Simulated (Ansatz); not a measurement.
`Cl[SiH2]Br` → HBr + `[SiH]Cl`  (silylene formation by 1,1-elimination)

Gas-phase electronic energies from Ansatz, PBE0-D4/def2-TZVP geometries. CBS: MP2 limit from def2 TZ/QZ plus the TZ coupled-cluster correction, frozen cores. This one scheme is used for every species. DFT in def2-TZVPP. B3LYP here is the variant with VWN-RPA as its local correlation; programs differ in this. For Br outer-core shells are correlated without core-valence functions, which leaves a few kJ/mol of doubt a bond. Scalar relativity is left out up to krypton.

**Question.** Is it downhill or uphill in electronic energy at CCSD(T)/CBS, and by how much? (Estimate.)

**Answer.** The calculation gave: Uphill: ΔE = +69.2 kcal/mol.

**Question.** What do these levels give: PBE-D4, BLYP-D4, PBE0-D4, r2SCANh-D4, PBE-QIDH, BLYP, r2SCAN, PBE0, B3LYP, CAM-B3LYP, HF/def2-SVP, CCSD(T)/def2-SVP? (Estimate.)

**Answer.** Ansatz gave: PBE-D4 67.0, BLYP-D4 62.4, PBE0-D4 70.7, r2SCANh-D4 73.2, PBE-QIDH 73.2, BLYP 59.0, r2SCAN 72.3, PBE0 69.2, B3LYP 63.5, CAM-B3LYP 66.8, HF/def2-SVP 65.4, CCSD(T)/def2-SVP 62.9 kcal/mol.

Largest T1 diagnostic among the species: 0.013.

From r2SCAN to r2SCAN0 (25 % exact exchange), in def2-TZVPP and without D4, ΔE moves by +1.3 kcal/mol. At CCSD(T), def2-SVP lies −6.3 kcal/mol from the extrapolated value and def2-TZVPP −2.6 kcal/mol.
